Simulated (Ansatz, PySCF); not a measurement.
C3H10OSi2, SMILES [SiH3][C@@H]1[SiH2][C@H](C)O1.

Geometry optimised at PBE-D3(BJ)/def2-SVP. The structure was generated by enumeration; whether it is a known compound was not checked.

Vertical ionisation energy (IE) and electron affinity (EA) in eV. Rows of orbital energies are one-electron estimates. Where ΔSCF, EOM or ADC give a negative EA the extra electron is unbound and the value depends on the basis.

| level | IE | EA |
|---|---|---|
| −ε(HOMO), −ε(LUMO), M06-2X/def2-TZVP (PySCF) | 8.46 | -0.39 |
| −ε(HOMO), −ε(LUMO), PBE/def2-TZVP (PySCF) | 5.68 | 1.16 |
| ΔSCF, PBE0/def2-SVPD (Ansatz), final states of multiplicity 2 and 2 | 8.98 | -1.05 |
| ΔSCF, PBE/def2-SVPD (Ansatz), final states of multiplicity 2 and 2 | 8.68 | -0.90 |

Question: What vertical singlet–triplet gap does ΔSCF give with PBE0/def2-SVPD (Ansatz, an electronic-structure program) and with PBE/def2-SVPD (Ansatz)? (Estimate from the structure and the level; the computed values follow.)

Answer: 5.49 and 5.03 eV (triplet above singlet where positive).
